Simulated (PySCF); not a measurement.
# K2H2: fields on a plane

Level of theory: PBE0 in PySCF with K def2-TZVP, H def2-TZVP; no relativity; density-fitted integrals.

The singlet minimum has K–H 2.481 Å (×4); H–K–H 88.2° (×2), K–H–K 91.8° (×2).

The plane holds K1 at (0.00, 0.00), K2 at (3.56, 0.00), H3 at (1.78, 1.73), H4 at (1.78, -1.73) Å. Columns run from x = -1.95 to 5.85 Å, rows from y = 4.05 (top) to -3.75 Å, in steps of 0.3 Å. Other isomers or separated fragments may lie lower.

Q: Give the electrostatic potential (V) (cut at 20 V). Every second row and column.

A: 
```
 0.0 -0.2 -0.4 -0.8 -1.1 -1.5 -1.6 -1.6 -1.3 -0.9 -0.6 -0.3 -0.1  0.0
 0.1 -0.1 -0.4 -0.9 -1.6 -2.2 -2.5 -2.4 -1.9 -1.2 -0.6 -0.2  0.0  0.1
 0.3  0.1 -0.2 -0.9 -2.0 -3.0 -3.4 -3.3 -2.5 -1.4 -0.5  0.0  0.2  0.3
 0.7  0.7  0.4 -0.4 -1.9 -2.8  1.4 -1.6 -2.6 -1.0  0.1  0.6  0.7  0.6
 1.2  1.6  1.8  1.4 -0.4 -1.0 20.0  4.3 -1.3  0.8  1.8  1.7  1.3  1.0
 1.8  2.9  5.2  8.5  5.6  0.4 -0.2 -0.4  2.9  8.2  6.8  3.7  2.2  1.4
 2.4  4.6 16.6 20.0 20.0  5.5  0.2  2.0 17.4 20.0 20.0  7.1  3.0  1.8
 2.5  5.1 20.0 20.0 20.0  7.8  1.0  3.1 20.0 20.0 20.0  8.7  3.3  1.9
 2.1  3.8  9.2 20.0 15.4  2.6 -0.7  0.4  8.1 20.0 15.3  5.3  2.7  1.6
 1.5  2.2  3.1  3.6  1.6 -0.6  8.5  1.1  0.2  3.1  3.5  2.6  1.8  1.2
 0.9  1.1  1.0  0.3 -1.4 -1.8 20.0  2.3 -2.1 -0.4  0.8  1.1  1.0  0.8
 0.5  0.4  0.0 -0.8 -2.0 -3.1 -2.9 -3.2 -2.6 -1.3 -0.3  0.3  0.4  0.5
 0.2  0.0 -0.3 -0.9 -1.8 -2.6 -3.0 -2.9 -2.2 -1.3 -0.6 -0.1  0.1  0.2
 0.0 -0.2 -0.4 -0.8 -1.3 -1.8 -2.0 -1.9 -1.5 -1.1 -0.6 -0.3 -0.1  0.1
```

Q: Give the electron density (e/Å³) (cut at 5 e/Å³). Every second row and column.

A: 
```
0.00 0.00 0.00 0.00 0.00 0.00 0.00 0.00 0.00 0.00 0.00 0.00 0.00 0.00
0.00 0.00 0.00 0.00 0.00 0.01 0.01 0.01 0.00 0.00 0.00 0.00 0.00 0.00
0.00 0.00 0.00 0.00 0.01 0.03 0.06 0.04 0.02 0.01 0.00 0.00 0.00 0.00
0.00 0.00 0.00 0.01 0.03 0.12 0.35 0.21 0.06 0.01 0.00 0.00 0.00 0.00
0.00 0.00 0.01 0.02 0.05 0.21 1.42 0.48 0.09 0.03 0.01 0.00 0.00 0.00
0.00 0.01 0.09 0.31 0.21 0.13 0.27 0.19 0.14 0.31 0.19 0.03 0.00 0.00
0.00 0.05 0.85 4.07 2.44 0.21 0.07 0.09 0.93 4.13 2.29 0.18 0.01 0.00
0.00 0.07 1.44 5.00 4.04 0.30 0.05 0.09 1.62 5.00 3.74 0.27 0.01 0.00
0.00 0.03 0.33 1.43 0.80 0.14 0.12 0.11 0.35 1.44 0.77 0.08 0.01 0.00
0.00 0.01 0.03 0.07 0.07 0.18 0.65 0.34 0.09 0.07 0.04 0.01 0.00 0.00
0.00 0.00 0.00 0.01 0.04 0.18 0.94 0.40 0.08 0.02 0.01 0.00 0.00 0.00
0.00 0.00 0.00 0.01 0.02 0.06 0.14 0.10 0.03 0.01 0.00 0.00 0.00 0.00
0.00 0.00 0.00 0.00 0.01 0.02 0.02 0.02 0.01 0.00 0.00 0.00 0.00 0.00
0.00 0.00 0.00 0.00 0.00 0.00 0.00 0.00 0.00 0.00 0.00 0.00 0.00 0.00
```
